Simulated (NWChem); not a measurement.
# CH3AlClIO; SMILES C[O][Al]([Cl])[I]

```xyz
8

Al     0.1051     1.0699     0.0005
Cl     2.0602     1.7926     0.0119
I     -0.3386    -1.3447    -0.0156
O     -1.1470     2.1843     0.0018
C     -2.5349     2.2777     0.0001
H     -2.8846     2.7989     0.9075
H     -2.8773     2.8602    -0.8719
H     -3.0287     1.2897    -0.0357
```
Atoms are numbered in this order, from 1.

Results from NWChem. STO-3G and 3-21G are far too small for this property and stand as cheap habits. Geometry: optimised at PBE0/def2-SVP. Not confirmed as a minimum by frequencies. def2 effective core potentials on I; no spin-orbit coupling. Field at 589 nm.

For level B3LYP/def2-SVP (core potentials):

| Item | Result |
|---|---|
| isotropic polarisability (bohr³) | 70.3 |

How do the values read with level B3LYP/STO-3G (all-electron, non-relativistic) instead?


- isotropic polarisability (bohr³) = 34.4
